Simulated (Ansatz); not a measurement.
Reactions of CH3FMgO, SMILES `C[O][Mg][F]`.

Program: Ansatz. Geometries: PBE0-D4/def2-TZVP. ΔE: electronic, gas phase. CCSD(T)/CBS adds triple-zeta CCSD(T) − MP2 to the extrapolated MP2 energy (def2 sets, frozen cores). This one scheme is used for every species. Functionals use def2-TZVPP. Elements past krypton have def2 core potentials. For In, Mg outer-core shells are correlated without core-valence functions, which leaves a few kJ/mol of doubt a bond. One conformer a species, not always the lowest.

```tsv
reaction	ωB97M-V (kcal/mol)	MP2/CBS(def2) (kcal/mol)	CCSD(T)/CBS(def2) (kcal/mol)
`C[O][Mg][F]` + `C[NH][InH][OH]` → `C[N](C)[InH][OH]` + `[OH][Mg][F]`	-7.3	-10.1	-8.5
`C[O][Mg][F]` + CH₃SH → `C[S][Mg][F]` + CH₃OH	0.7	1.6	1.2
`C[O][Mg][F]` + H₂S → `[F][Mg][SH]` + CH₃OH	-4.0	-2.7	-3.2
`C[O][Mg][F]` + `CN[SiH3]` → `CCN[SiH3]` + `[OH][Mg][F]`	-15.7	-17.8	-16.4
```

Largest T1 diagnostic: 0.016, for `C[N](C)[InH][OH]`.
